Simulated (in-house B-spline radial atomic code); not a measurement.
Cs+: [Kr] 4d10 5s1 5p6 7d1 (an excited or competing configuration)

Method: Dirac-Hartree-Fock, average of configuration, Fermi nucleus of rms radius 4.8041 fm. Calculated with a radial B-spline atomic code at the basis-set limit.

Effective charges: Z_r = [3n² - l(l+1)]/(2<r>) from the radius, Z_e = n√(-2ε) from the energy, and Slater's rules. Values are occupation-weighted means over j. An effective charge above Z reflects the relativistic contraction of the inner shells.

| shell | electrons | ε (eV) | <r> (bohr) | Z_r | Z_e | Slater |
| --- | --- | --- | --- | --- | --- | --- |
| 1s | 2 | -36206 | 0.0261 | 57.46 | 51.59 | 54.70 |
| 2s | 2 | -5795.4 | 0.1116 | 53.79 | 41.28 | 50.85 |
| 2p | 6 | -5202.3 | 0.09803 | 51.01 | 39.11 | 50.85 |
| 3s | 2 | -1262 | 0.2973 | 45.40 | 28.89 | 43.75 |
| 3p | 6 | -1065.5 | 0.2954 | 42.31 | 26.55 | 43.75 |
| 3d | 10 | -772.83 | 0.2727 | 38.50 | 22.61 | 33.85 |
| 4s | 2 | -269.66 | 0.6954 | 34.51 | 17.81 | 27.25 |
| 4p | 6 | -204.09 | 0.7376 | 31.18 | 15.49 | 27.25 |
| 4d | 10 | -104.32 | 0.834 | 25.18 | 11.08 | 15.85 |
| 5s | 1 | -50.676 | 1.722 | 21.78 | 9.65 | 9.60 |
| 5p | 6 | -31.255 | 1.999 | 18.26 | 7.58 | 9.60 |
| 7d | 1 | -2.4778 | 15.16 | 4.65 | 2.99 | 2.00 |

The least bound orbital is 7d5/2 at -2.474 eV, and it is also the most diffuse (<r> = 15.19 bohr). The part-filled 5s shell lies below the filled 5p shell in orbital energy.

Spin-orbit splittings of the orbital energies (j = l + 1/2 above j = l - 1/2 when positive): 2p 353.6 eV, 3p 69.5 eV, 3d 14.54 eV, 4p 14.31 eV, 4d 2.424 eV, 5p 1.973 eV, 7d 0.009498 eV.

For the 1s electron the small component carries 4.12 % of the norm, the zero-frequency Breit interaction raises the level by 92.21 eV, self-energy by 53.22 eV, and vacuum polarisation lowers it by 7.573 eV.
